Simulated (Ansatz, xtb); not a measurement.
**Relative energy of two structures of Cl2H2S2Ti**

We compare a, a singlet given by its coordinates, with b, a singlet given by its coordinates. Both are isolated molecules in the gas phase, relaxed with PBE0-D4/def2-SVP.

a (Å):

```yaml
atoms:
  - { symbol: Cl, position_ang: [-0.9306, -0.8635, -1.9711] }
  - { symbol: Cl, position_ang: [1.6978, 1.5604, -1.3737] }
  - { symbol: S, position_ang: [-1.1294, 1.4769, 0.8277] }
  - { symbol: S, position_ang: [1.1553, -1.1704, 0.9563] }
  - { symbol: Ti, position_ang: [0.2059, 0.2607, -0.4963] }
  - { symbol: H, position_ang: [-2.0321, 0.4641, 0.7666] }
  - { symbol: H, position_ang: [1.7598, -1.8168, -0.0744] }
```

Close contacts (Å): Cl1–Ti5 2.17, Cl2–Ti5 2.16, S3–Ti5 2.24, S4–Ti5 2.25, S3–H6 1.36, S4–H7 1.36, Ti5–H6 2.58, Ti5–H7 2.63.

b (Å):

```xyz
7

Cl    2.7840   -0.7690   -1.2960
Cl    2.0033   -1.7242    2.1484
S    -0.4874   -2.0722   -0.2870
S     0.6357    1.2798    0.5597
Ti    1.3188   -0.8525    0.2919
H    -0.7290   -1.2103   -1.3070
H    -0.3161    0.8543    1.4285
```

Close contacts (Å): Cl1–Ti5 2.16, Cl2–Ti5 2.16, S3–Ti5 2.26, S4–Ti5 2.26, S3–H6 1.36, S4–H7 1.36, Ti5–H6 2.62, Ti5–H7 2.62.

Estimate E(b) − E(a) at the level CCSD(T)/def2-SVP + ΔMP2/def2-TZVPP.

CCSD(T)/def2-SVP + ΔMP2/def2-TZVPP gives E(b) − E(a) = +0.024 eV, slightly favouring structure a, which is too small a margin to settle the true order.

The same difference at several levels:

```tsv
level	geometry	E(b) − E(a) (eV)	departure from the last row (eV)	job, with rough time for the two
PBE0-D4/def2-SVP	PBE0-D4/def2-SVP	+0.024	−0.001	optimisation, 67 s
HF/def2-SVP	PBE0-D4/def2-SVP	0.000	−0.024	part of the CCSD(T) run
MP2/def2-SVP	PBE0-D4/def2-SVP	+0.029	+0.004	part of the CCSD(T) run
CCSD(T)/def2-SVP	PBE0-D4/def2-SVP	+0.026	+0.002	single point
CCSD(T)/def2-SVP + ΔMP2/def2-TZVPP	PBE0-D4/def2-SVP	+0.024		single point, 33 s
```

The largest departure from CCSD(T)/def2-SVP + ΔMP2/def2-TZVPP is that of HF/def2-SVP, 0.024 eV. Levels run at GFN2-xTB geometries aren't shown. The last row adds to CCSD(T) the change of the MP2 difference between the two basis sets, here −0.002 eV.

With thermal terms from frequencies at re-optimised GFN2-xTB minima (ideal gas, soft modes damped towards free rotors, one conformer each, 298.15 K, 1 atm): the zero-point term adds +0.004 eV; ΔH is +0.025 and ΔG +0.051 eV.

The T1 diagnostic of structures a and b is large, so the coupled-cluster value is less sure. The correlated steps freeze 25 core orbitals. Programs: Ansatz 0.2.0, xtb 6.7.1; the last row on 2 threads of Intel(R) Xeon(R) 6975P-C (Granite Rapids) on a shared host.
